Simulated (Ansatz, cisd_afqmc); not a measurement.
Species: SiHI$_{2}$, charge 1, singlet. SiHI2+ (parent SMILES I[SiH]I, singlet).
B3LYP-D3(BJ)/def2-TZVP minimum from Ansatz (a first-principles code):
```xyz
4

I     -2.0566    -0.1950     0.0664
Si    -0.0226     0.9517    -0.0390
I      2.0637    -0.1020    -0.0542
H     -0.0575     2.4201    -0.0993
```
Charge +1, spin multiplicity 1.

Total energies in def2-SVP, 18 correlated electrons, 23 frozen orbitals. UHF or UKS for unpaired electrons; spin-orbit terms are left out. Cores are frozen in correlated methods (noble-gas shells, and filled d and f shells in the p block). Past Kr the def2 sets carry scalar-relativistic core potentials. AFQMC is phaseless with a CISD trial state; ± is one standard error, without the phaseless bias. Outlying blocks are dropped, and bars are widened where a walk drifts. Over all cases where full CI ran beside it in this data, AFQMC minus full CI had a median of +0.1 mEh and passed +0.4 mEh in a tenth of the cases. Spin-orbit terms, left out, reach several kcal/mol for Br and I, and more for heavier atoms. The spin of HI2Si+ (parent SMILES I[SiH]I, singlet) was assumed, and the state is the lowest solution found for it.

```
method         program         energy (Eh)  minus CCSDT(Q) (mEh)
----------  ----------  ------------------  --------------------
HF              Ansatz          -882.50006                316.89
MP2             Ansatz          -882.77559                 41.35
CCSD            Ansatz          -882.80419                 12.76
CCSD(T)         Ansatz          -882.81502                  1.93
CCSDT(Q)        Ansatz          -882.81695                  0.00
AFQMC/CISD  cisd_afqmc  -882.8170 ± 0.0004             0.0 ± 0.4
```

Rough core times of Ansatz's runs on a shared machine: CCSD(T) under 20 s, CCSDT(Q) 80 s.
